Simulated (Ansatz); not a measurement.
Calculated with Ansatz (gas phase, PBE0-D4/def2-TZVP geometries, no zero-point term in ΔE). CCSD(T)/CBS adds triple-zeta CCSD(T) − MP2 to the extrapolated MP2 energy (def2 sets, frozen cores). Functionals use def2-TZVPP. B3LYP here is the variant with VWN-RPA as its local correlation; programs differ in this. HSE06 is defined as in plane-wave codes. One conformer a species, not always the lowest.

`B[SiH](F)F` + `O[SiH2][SiH2]Cl` → `B[SiH2][SiH2]O` + `F[SiH](F)Cl`  (redistribution)

`B[SiH](F)F`:

Cartesian coordinates in Å:
```
B 0.564 0.682 0.844
Si -0.354 -0.431 -0.559
F -0.049 -1.983 -0.364
F -1.939 -0.280 -0.479
H 0.099 1.722 1.203
H 1.620 0.353 1.293
H 0.060 -0.064 -1.938
```

`O[SiH2][SiH2]Cl`:

```xyz
9

O    -1.597    1.040   -0.636
Si   -0.224    1.053    0.277
Si    0.931   -0.960   -0.086
Cl   -0.561   -2.406   -0.082
H    -2.104    0.225   -0.637
H     0.561    2.238   -0.148
H    -0.519    1.162    1.734
H     1.610   -1.041   -1.404
H     1.903   -1.311    0.980
```

`B[SiH2][SiH2]O`:

Cartesian coordinates in Å:
```
B 1.453 -1.433 0.924
Si -0.356 -0.951 0.250
Si -0.146 1.227 -0.645
O -1.587 1.788 -1.229
H 1.804 -1.116 2.022
H 2.253 -1.967 0.214
H -0.873 -1.835 -0.832
H -1.392 -0.859 1.322
H 0.782 1.238 -1.802
H 0.398 2.130 0.411
H -2.338 1.778 -0.635
```

`F[SiH](F)Cl`:

Z-matrix (Å, degrees):
```
Si
F 1 1.577
Cl 1 2.018 2 109.0
F 1 1.577 2 107.6 3 118.1
H 1 1.465 2 109.8 3 -122.4
```

**Question.** Is it downhill or uphill in electronic energy at CCSD(T)/CBS, and by how much? (An estimate is asked.)

**Answer.** Ansatz gave: Downhill: ΔE = -30.0 kJ/mol.

**Question.** What do these levels give: revPBE-D4, r2SCAN-D4, B3LYP-D4, HSE06-D4, BHLYP-D4, PBE? (An estimate is asked.)

**Answer.** Ansatz gave: revPBE-D4 -36.4, r2SCAN-D4 -39.7, B3LYP-D4 -28.5, HSE06-D4 -34.2, BHLYP-D4 -24.7, PBE -37.7 kJ/mol.

**Question.** What do rigid-rotor, harmonic-oscillator terms from PBE0-D4/def2-TZVP frequencies (298.15 K, 1 bar) make of the CCSD(T)/CBS value? (An estimate is asked.)

**Answer.** Ansatz gave: ΔZPE = +0.4 kJ/mol, ΔH = -30.0 kJ/mol, ΔS = -10 J/(mol·K), ΔG = -27.1 kJ/mol. Modes under 50 cm⁻¹ make the entropy rough.

Largest T1 diagnostic among the species: 0.014.

Leaving LDA and LC-ωPBE aside and taking each functional with its dispersion term where it has one, the values, not all of them listed here, spread over 15.6 kJ/mol, from B97M-V to BHLYP-D4. LDA lies −6.2 kJ/mol from PBE without D4. From r2SCAN to r2SCAN0 (25 % exact exchange), in def2-TZVPP and without D4, ΔE moves by +3.5 kJ/mol.
